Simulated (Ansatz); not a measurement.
Species: sum formula SiPH₄, charge 0, multiplicity 2. It need not be the lowest isomer of its formula. 
Coordinates optimised at B3LYP-D3(BJ)/def2-TZVP (Ansatz, a first-principles code):
```xyz
6

Si    -1.0291     0.0960     0.1960
P      1.1626    -0.1750    -0.2869
H     -1.8251    -0.8330    -0.6382
H     -1.4580     1.4879    -0.0877
H     -1.2885    -0.1975     1.6273
H      1.5394     0.8235     0.6571
```
Charge 0, spin multiplicity 2.

Property: vertical ionisation energy (to the singlet state of charge +1; each state is the SCF solution reached for its spin; for the singlet the Hartree-Fock reference is unstable and T1 is 0.021), in eV. Correlated levels leave the core frozen unless marked. Open shells are spin-unrestricted. Spin-orbit coupling is left out. Non-relativistic. CBS(X,Y): correlation extrapolated as X^-3; Hartree-Fock from the larger set. [CCSD(T)-MP2]/basis is that difference in the basis named.

| level | program | vertical ionisation energy (eV) |
|---|---|---|
| PBE/def2-TZVPD | Ansatz | 9.32 |
| r2SCAN/def2-TZVPD | Ansatz | 9.59 |
| BHLYP/def2-TZVPD | Ansatz | … |
| CAM-B3LYP/def2-TZVPD | Ansatz | … |
| CCSD/aug-cc-pV(D+d)Z | Ansatz | … |
| RI-MP2/CBS(aug-cc-pV(T+d)Z,aug-cc-pV(Q+d)Z)+[CCSD(T)-MP2]/aug-cc-pV(T+d)Z | Ansatz | 9.43 |

Some entries are withheld; supply them.


- BHLYP/def2-TZVPD, vertical ionisation energy (eV): 9.40
- CAM-B3LYP/def2-TZVPD, vertical ionisation energy (eV): 9.47
- CCSD/aug-cc-pV(D+d)Z, vertical ionisation energy (eV): 9.26
